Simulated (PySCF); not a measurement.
Compound: C3H12NOPSi2.
SMILES with atom numbers: `[CH2:1]=[CH:2][P@@:3]([CH3:4])(=[O:5])[N:6]([SiH3:7])[SiH3:8]` (hydrogens: H9, H10 on C1; H11 on C2; H12, H13, H14 on C4; H15, H16, H17 on Si7; H18, H19, H20 on Si8)

The same species was optimised twice, with GFN2-xTB and with PBE0-D3(BJ)/def2-SVP (PySCF), and the same property calculations (PySCF, gas phase) were run on both structures.

```json
{"coordinate": "P3=O5 (Å)", "GFN2-xTB": "1.464", "PBE0-D3(BJ)/def2-SVP": "1.500", "change": "+0.036"}
{"coordinate": "N6–Si7 (Å)", "GFN2-xTB": "1.753", "PBE0-D3(BJ)/def2-SVP": "1.781", "change": "+0.028"}
{"coordinate": "P3–C4 (Å)", "GFN2-xTB": "1.832", "PBE0-D3(BJ)/def2-SVP": "1.806", "change": "-0.026"}
{"coordinate": "N6–Si8 (Å)", "GFN2-xTB": "1.738", "PBE0-D3(BJ)/def2-SVP": "1.755", "change": "+0.017"}
{"coordinate": "C1=C2 (Å)", "GFN2-xTB": "1.321", "PBE0-D3(BJ)/def2-SVP": "1.335", "change": "+0.014"}
{"coordinate": "C2–P3 (Å)", "GFN2-xTB": "1.816", "PBE0-D3(BJ)/def2-SVP": "1.803", "change": "-0.013"}
{"coordinate": "P3–N6 (Å)", "GFN2-xTB": "1.683", "PBE0-D3(BJ)/def2-SVP": "1.692", "change": "+0.009"}
{"coordinate": "P3–N6–Si8 (°)", "GFN2-xTB": "120.6", "PBE0-D3(BJ)/def2-SVP": "127.3", "change": "+6.7"}
{"coordinate": "Si7–N6–Si8 (°)", "GFN2-xTB": "127.3", "PBE0-D3(BJ)/def2-SVP": "120.8", "change": "-6.5"}
{"coordinate": "O5–P3–N6 (°)", "GFN2-xTB": "113.5", "PBE0-D3(BJ)/def2-SVP": "108.1", "change": "-5.4"}
{"coordinate": "C2–P3–N6 (°)", "GFN2-xTB": "104.4", "PBE0-D3(BJ)/def2-SVP": "107.2", "change": "+2.8"}
{"coordinate": "C4–P3–O5 (°)", "GFN2-xTB": "112.6", "PBE0-D3(BJ)/def2-SVP": "114.7", "change": "+2.1"}
{"coordinate": "C2–P3–C4 (°)", "GFN2-xTB": "105.7", "PBE0-D3(BJ)/def2-SVP": "106.3", "change": "+0.6"}
{"coordinate": "C4–P3–N6 (°)", "GFN2-xTB": "106.6", "PBE0-D3(BJ)/def2-SVP": "107.0", "change": "+0.4"}
{"coordinate": "P3–N6–Si7 (°)", "GFN2-xTB": "112.1", "PBE0-D3(BJ)/def2-SVP": "111.8", "change": "-0.3"}
{"coordinate": "C1–C2–P3–C4 (°)", "GFN2-xTB": "-123", "PBE0-D3(BJ)/def2-SVP": "-127", "change": "-4"}
{"coordinate": "C2–P3–N6–Si7 (°)", "GFN2-xTB": "-109", "PBE0-D3(BJ)/def2-SVP": "-119", "change": "-10"}
```

Rotational constants: A = 1443, B = 1018, C = 845.3 MHz (GFN2-xTB) against A = 1448, B = 973.6, C = 828.4 MHz (PBE0-D3(BJ)/def2-SVP). Point groups within 0.08 Å: C1 and C1.

On the GFN2-xTB structure: HOMO (eV) -7.57 [PBE0/pcSseg-1]; LUMO (eV) -0.59 [PBE0/pcSseg-1]; dipole (D) 3.31 [PBE0/pcSseg-1]; GIAO shielding of C1 (ppm) 46.1 [PBE0/pcSseg-1]; GIAO shielding of C2 (ppm) 47.7 [PBE0/pcSseg-1]; GIAO shielding of P3 (ppm) 310.6 [PBE0/pcSseg-1]; GIAO shielding of C4 (ppm) 165.5 [PBE0/pcSseg-1]; GIAO shielding of O5 (ppm) 214.6 [PBE0/pcSseg-1]; GIAO shielding of N6 (ppm) 231.1 [PBE0/pcSseg-1]; GIAO shielding of Si7/Si8 (mean) (ppm) 403.1 [PBE0/pcSseg-1].

Task: What do these properties become on the PBE0-D3(BJ)/def2-SVP structure?

Result: 
```tsv
property	level	on GFN2-xTB	on PBE0-D3(BJ)/def2-SVP	change
HOMO (eV)	PBE0/pcSseg-1	-7.57	-7.69	-0.12
LUMO (eV)	PBE0/pcSseg-1	-0.59	-0.84	-0.25
dipole (D)	PBE0/pcSseg-1	3.31	3.41	+0.10
energy, GFN2-xTB geometry as zero (kcal/mol)	PBE0/pcSseg-1	0.0	-4.5	-4.5
GIAO shielding of C1 (ppm)	PBE0/pcSseg-1	46.1	40.0	-6.1
GIAO shielding of C2 (ppm)	PBE0/pcSseg-1	47.7	45.3	-2.4
GIAO shielding of P3 (ppm)	PBE0/pcSseg-1	310.6	297.7	-12.9
GIAO shielding of C4 (ppm)	PBE0/pcSseg-1	165.5	165.7	+0.2
GIAO shielding of O5 (ppm)	PBE0/pcSseg-1	214.6	205.7	-8.9
GIAO shielding of N6 (ppm)	PBE0/pcSseg-1	231.1	227.9	-3.2
GIAO shielding of Si7/Si8 (mean) (ppm)	PBE0/pcSseg-1	403.1	408.5	+5.4
```

The heavy atoms differ by 0.171 Å rms after alignment. Among the bonds compared P3=O5 changes most (+0.036 Å). Changes are differences of the printed values. Neither structure is proved a minimum here.

Shape of the structure used: `[CH2:1]=[CH:2][P@@:3]([CH3:4])(=[O:5])[N:6]([SiH3:7])[SiH3:8]`: C1–C2–P3–C4 -127°, C2–P3–N6–Si7 -119°.
